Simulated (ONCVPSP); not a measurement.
**Ne: excitation energies, all-electron against ONCV**

| Quantity | Value |
| --- | --- |
| Element | Ne |
| Generator | ONCVPSP 4.0.1 |
| Type | optimised norm-conserving Vanderbilt (ONCV) |
| Functional | PBE |
| Relativity | non-relativistic |
| Frozen core | [He] |
| Valence charge | 8 |
| Reference configuration | 2s2 2p5.5 (charge +0.5) |
| Partial waves | 2s: rc 0.50 bohr, ncon 3, nbas 8, qcut 13.2 1/bohr, local; 2p: rc 1.30 bohr, ncon 4, nbas 8, qcut 16 1/bohr, 2 projectors, debl 2.9 Ha; d scattering state at 0.06 Ha: rc 1.25 bohr, ncon 4, nbas 7, qcut 7.9 1/bohr, 1 projector |
| Local potential | the s channel |
| Core correction | Teter function, fcfact 5.5, rcfact 1.35 |

Energies are relative to the spin-unpolarised reference configuration 2s2 2p5.5; without spin polarisation the order of configurations can differ from experiment.

```tsv
valence configuration	charge	ΔE all-electron (eV)	error AE − PS (meV)
2s2 2p6	0	-8.875	+2.5
2s2 2p4	+2	56.896	+84
2s2 2p3	+3	124.333	+376
```

Task: What are ΔE and the potential's error for 2s2 2p5?

Result: ΔE = 13.615 eV all-electron; the error (AE − PS) is +5.2 meV.
